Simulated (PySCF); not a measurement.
Cl2Hg, SMILES [Cl][Hg][Cl] (connectivity only; charge and spin as stated), charge -1, multiplicity 2.

The structure is a stationary point at PBE-D3(BJ)/def2-SVPD. The spin state was assumed, not searched. The isomer is the one that the SMILES or the coordinates give; other isomers of the formula were not compared. The def2 effective core potentials stand for the cores of Hg; spin–orbit coupling is left out.

Method: PBE-D3(BJ)/def2-SVPD (PySCF 2.14.0).

Frequencies are harmonic and unscaled.

Question: Estimate the vibrational spectrum. (Estimate from the structure and the level; the computed values follow.)

Answer: 
```
mode  ν (cm⁻¹)  IR (km/mol)  moving atoms (share of kinetic energy)
----  --------  -----------  --------------------------------------
1            8          9.8                        Cl 74 %, Hg 26 %
2          172          0.6                                Cl 100 %
3          179         95.9                        Cl 74 %, Hg 26 %
```
